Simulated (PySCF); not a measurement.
# `F[C@H]1C[Si@@H](F)[Se][C@@H]1F`, C3H5F3SeSi

Geometry (Å), atoms numbered from 1 in this order:
```xyz
13

F    -0.658   -0.676   -1.776
C    -0.756   -0.727   -0.404
C     0.627   -0.875    0.207
Si    1.501    0.822    0.189
F     2.600    0.863   -0.983
Se   -0.284    2.131   -0.284
C    -1.447    0.560    0.043
F    -1.724    0.472    1.378
H    -1.403   -1.583   -0.170
H     0.518   -1.239    1.227
H     1.186   -1.618   -0.358
H     2.231    1.155    1.397
H    -2.395    0.716   -0.483
```

Computed with PySCF, TDDFT PBE0/def2-SVPD circular dichroism and optical rotation, one conformer, gas phase. Geometry: GFN2-xTB.

The calculation is non-relativistic, which matters for the atoms heavier than Zn. States above about 7.4 eV (minus the energy of the highest occupied orbital) lie near or above the ionisation threshold and depend on the basis.

Question: Draw the ECD and absorption spectra from the lowest 12 states, each a Gaussian of half-width 0.2 eV at 1/e height.

Answer: 
```csv
E (eV),λ (nm),Δε (L mol⁻¹ cm⁻¹),ε (L mol⁻¹ cm⁻¹)
4.67,266,+0.02,0.266
4.77,260,+0.15,2.52
4.87,255,+0.88,14.5
4.97,250,+3.06,50.6
5.07,245,+6.47,107
5.17,240,+8.31,138
5.27,235,+6.47,107
5.37,231,+3.06,50.6
5.47,227,+0.88,14.5
5.57,223,+0.15,2.71
5.67,219,-0.01,3.2
5.77,215,-0.21,27.3
5.87,211,-1.17,153
5.97,208,-4.01,523
6.07,204,-8.34,1090
6.17,201,-10.85,1410
6.27,198,-10.36,1320
6.37,195,-11.76,1420
6.47,192,-17.59,2080
6.57,189,-21.70,2690
6.67,186,-19.05,2970
6.77,183,-10.83,3640
6.87,181,+1.75,4770
6.97,178,+13.47,5190
7.07,175,+16.75,4200
7.17,173,+15.36,2760
7.27,171,+18.30,2240
7.37,168,+23.90,2850
7.47,166,+24.97,3990
7.57,164,+25.82,5200
7.67,162,+41.09,6530
7.77,160,+74.02,8570
```
Δε uses R in velocity form, ε uses f in length form. Only the states computed contribute, so the short-wavelength end is incomplete.

The sign of the CD band at 156 nm isn't settled: the length form gives the opposite one.
